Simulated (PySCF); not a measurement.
## Dipole polarisabilities along group 13, charge +2

Calculated with PySCF 2.14 for the ground configurations, without spin-orbit coupling: coupled response for Hartree-Fock and DFT. Mean α in bohr³, C₆ of like pairs in atomic units.

```tsv
species	α UHF	α PBE	α PBE0	C₆ UHF	C₆ PBE	C₆ PBE0
B²⁺ [He] 2s1 (aug-cc-pwCVDZ, non-relativistic)	7.921	6.978	7.189	11.09	9.226	9.631
Al²⁺ [Ne] 3s1 (aug-cc-pwCVDZ, non-relativistic)	15.54	13.90	14.42	44.55	37.64	39.74
Ga²⁺ [Ar] 3d10 4s1 (aug-cc-pwCVDZ-PP with ECP10MDF, ECP)	11.96	9.200	9.768	35.93	26.07	27.99
In²⁺ [Kr] 4d10 5s1 (aug-cc-pwCVDZ-PP with ECP28MDF, ECP)	17.14	12.57	13.40	75.12	54.20	57.77
Tl²⁺ [Xe] 4f14 5d10 6s1 (aug-cc-pwCVDZ-PP with ECP60MDF, ECP)	14.01	11.26	11.70	78.51	64.60	66.75
```
